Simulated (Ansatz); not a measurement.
Geometry optimisation, RKS B3LYP-D4/def2-SVP (Ansatz).

The input (input.yaml):

```yaml
crystal:
  periodic: [false, false, false]
  atoms:
    - { symbol: C, position_ang: [1.63972, 0.85586, -2.15939] }
    - { symbol: C, position_ang: [1.02317, 0.76255, -1.12329] }
    - { symbol: Ga, position_ang: [0.012, 0.60402, 0.55618] }
    - { symbol: C, position_ang: [-1.09327, -1.02405, 1.01779] }
    - { symbol: H, position_ang: [2.17915, 0.94399, -3.06292] }
    - { symbol: H, position_ang: [1.48267, 1.39105, -0.36043] }
    - { symbol: H, position_ang: [-0.65862, -1.91679, 0.55765] }
    - { symbol: H, position_ang: [-1.14951, -1.18033, 2.09886] }
    - { symbol: H, position_ang: [-2.11606, -0.92353, 0.64273] }
basis:
  gaussian: { orbitals: def2-SVP }
hamiltonian:
  xc: b3lyp
  dispersion: d4
relax:
  f_tol: 0.02
  max_steps: 50
```

Run as:

```bash
$ ansatz run input.yaml --threads 2 --pin off --max-ram 3072MiB --backend cpu --events-out ev --progress --plain --runs-dir out
```

**Question.** Where does it end, and by what steps?

**Answer.** It converged. After 27 steps the energy has fallen by 2.972 eV; H5 moved furthest, 2.39 Å. Parted: C2–Ga3 (1.97 → 2.92 Å).

```json
{"step": "0", "energy less start (eV)": "0.0000", "largest force component (eV/Å)": "3.181", "accepted": "yes"}
{"step": "1", "energy less start (eV)": "-0.7530", "largest force component (eV/Å)": "2.383", "accepted": "yes"}
{"step": "2", "energy less start (eV)": "-1.1380", "largest force component (eV/Å)": "1.240", "accepted": "yes"}
{"step": "3", "energy less start (eV)": "-1.4387", "largest force component (eV/Å)": "1.682", "accepted": "yes"}
{"step": "4", "energy less start (eV)": "-1.8377", "largest force component (eV/Å)": "1.812", "accepted": "yes"}
{"step": "5", "energy less start (eV)": "-2.2513", "largest force component (eV/Å)": "1.295", "accepted": "yes"}
{"step": "6", "energy less start (eV)": "-2.5643", "largest force component (eV/Å)": "0.769", "accepted": "yes"}
{"step": "7", "energy less start (eV)": "-2.6993", "largest force component (eV/Å)": "0.860", "accepted": "yes"}
{"step": "8", "energy less start (eV)": "-2.7537", "largest force component (eV/Å)": "0.158", "accepted": "yes"}
{"step": "9", "energy less start (eV)": "-2.7693", "largest force component (eV/Å)": "0.204", "accepted": "yes"}
{"step": "10", "energy less start (eV)": "-2.7815", "largest force component (eV/Å)": "0.268", "accepted": "yes"}
{"step": "11", "energy less start (eV)": "-2.7892", "largest force component (eV/Å)": "0.728", "accepted": "yes"}
{"step": "12", "energy less start (eV)": "-2.8055", "largest force component (eV/Å)": "0.599", "accepted": "yes"}
{"step": "13", "energy less start (eV)": "-2.8266", "largest force component (eV/Å)": "0.037", "accepted": "yes"}
{"step": "14", "energy less start (eV)": "-2.8339", "largest force component (eV/Å)": "0.612", "accepted": "yes"}
{"step": "15", "energy less start (eV)": "-2.8466", "largest force component (eV/Å)": "0.300", "accepted": "yes"}
{"step": "16", "energy less start (eV)": "-2.8631", "largest force component (eV/Å)": "0.051", "accepted": "yes"}
{"step": "17", "energy less start (eV)": "-2.8758", "largest force component (eV/Å)": "0.174", "accepted": "yes"}
{"step": "18", "energy less start (eV)": "-2.8899", "largest force component (eV/Å)": "0.155", "accepted": "yes"}
{"step": "19", "energy less start (eV)": "-2.9058", "largest force component (eV/Å)": "0.274", "accepted": "yes"}
{"step": "20", "energy less start (eV)": "-2.9238", "largest force component (eV/Å)": "0.220", "accepted": "yes"}
{"step": "21", "energy less start (eV)": "-2.9410", "largest force component (eV/Å)": "0.305", "accepted": "yes"}
{"step": "22", "energy less start (eV)": "-2.9536", "largest force component (eV/Å)": "0.322", "accepted": "yes"}
{"step": "23", "energy less start (eV)": "-2.9610", "largest force component (eV/Å)": "0.367", "accepted": "yes"}
{"step": "24", "energy less start (eV)": "-2.9647", "largest force component (eV/Å)": "0.296", "accepted": "yes"}
{"step": "25", "energy less start (eV)": "-2.9700", "largest force component (eV/Å)": "0.160", "accepted": "yes"}
{"step": "26", "energy less start (eV)": "-2.9717", "largest force component (eV/Å)": "0.056", "accepted": "yes"}
{"step": "27", "energy less start (eV)": "-2.9718", "largest force component (eV/Å)": "0.019", "accepted": "yes"}
```

```xyz
9
Properties=species:S:1:pos:R:3
C 1.007 0.483 -1.550
C 1.538 1.462 -1.069
Ga 0.099 0.688 1.348
C -0.828 -1.018 0.614
H 0.529 -0.386 -1.964
H 2.036 2.339 -0.698
H -0.116 -1.783 0.257
H -1.412 -1.472 1.436
H -1.534 -0.800 -0.208
```

Whether the end is a true minimum wasn't checked by a vibrational analysis.

The run took 25 s on 2 threads of AMD EPYC 9R45 96-Core Processor (Zen 5) (shared host), peak memory 0.23 GiB.
